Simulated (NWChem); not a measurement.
**Correlation energy of 1,2,4-triazole (C2H3N3)**

SMILES: c1nc[nH]n1
```xyz
8

C     -1.1194    -0.0220     0.0000
N     -0.4122     1.1421     0.0000
C      0.8382     0.7262     0.0000
N      0.8674    -0.6272     0.0000
N     -0.3845    -1.1231     0.0000
H     -2.2086    -0.0608     0.0000
H      1.7350     1.3460     0.0000
H      1.6654    -1.2532     0.0000
```
Charge 0, spin multiplicity 1.

Program: NWChem. All single points use one geometry, from B3LYP/def2-SVP, a minimum by its harmonic frequencies.

Basis set: def2-SVP. Each correlation energy counts from its own Hartree-Fock reference.

The correlated methods keep 5 core orbitals frozen. No row is a measurement; the coupled-cluster row has its own basis-set and correlation limits.

| method | correlation energy (mHa) |
|---|---|
| SCS-MP2 | -722.5 |
| CCSD(T) | ___ |
| MP2 | -748.1 |
| CCSD+T(CCSD) | ___ |
| CCSD | ___ |

What belongs in the gaps?


- CCSD(T), correlation energy (mHa): -797.7
- CCSD+T(CCSD), correlation energy (mHa): -798.9
- CCSD, correlation energy (mHa): -765.7
